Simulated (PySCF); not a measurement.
C₃H₆FNSi, SMILES F[C@@H]1CN=C1[SiH3].

The structure is a stationary point at PBE-D3(BJ)/def2-SVP. The structure was generated by enumeration; whether it is a known compound was not checked.

Computed with PBE-D3(BJ)/def2-SVP (PySCF).

Frequencies are harmonic and unscaled.

Question: Estimate the vibrational spectrum. (An estimate is asked for; the answer gives what the named calculation found.)

Answer: 
```tsv
mode	ν (cm⁻¹)	IR (km/mol)	moving atoms (share of kinetic energy)
1	68	0.1	H 94 %
2	129	0.5	F 40 %, Si 21 %, H 15 %, C 14 %, N 8 %
3	171	4.6	C 31 %, H 31 %, N 25 %
4	232	7.8	C 42 %, N 23 %, H 18 %, F 16 %
5	365	9.7	C 30 %, H 25 %, F 20 %, Si 16 %, N 10 %
6	464	0.7	Si 36 %, C 33 %, H 20 %
7	500	12.9	H 49 %, C 20 %, F 18 %
8	605	28.8	H 74 %, C 12 %, Si 12 %
9	668	15.0	H 38 %, C 32 %, N 12 %, F 11 %
10	757	17.6	C 41 %, H 41 %, F 11 %
11	864	228.8	H 89 %, Si 9 %
12	897	32.9	H 92 %
13	907	1.9	N 40 %, H 33 %, C 26 %
14	908	36.4	H 94 %
15	932	2.3	C 57 %, H 28 %, N 14 %
16	1025	3.4	C 54 %, H 34 %, N 12 %
17	1060	4.6	H 81 %, C 12 %
18	1084	33.1	C 60 %, H 29 %
19	1154	74.5	C 44 %, H 40 %, F 15 %
20	1189	3.4	C 59 %, H 39 %
21	1228	12.4	H 56 %, C 41 %
22	1327	46.7	H 68 %, C 30 %
23	1394	3.9	H 86 %, C 13 %
24	1555	4.9	C 56 %, N 42 %
25	2167	62.1	H 98 %
26	2174	76.8	H 96 %
27	2198	71.5	H 96 %
28	2965	22.0	H 92 %
29	2987	27.0	H 95 %
30	3061	8.6	H 90 %, C 10 %
```
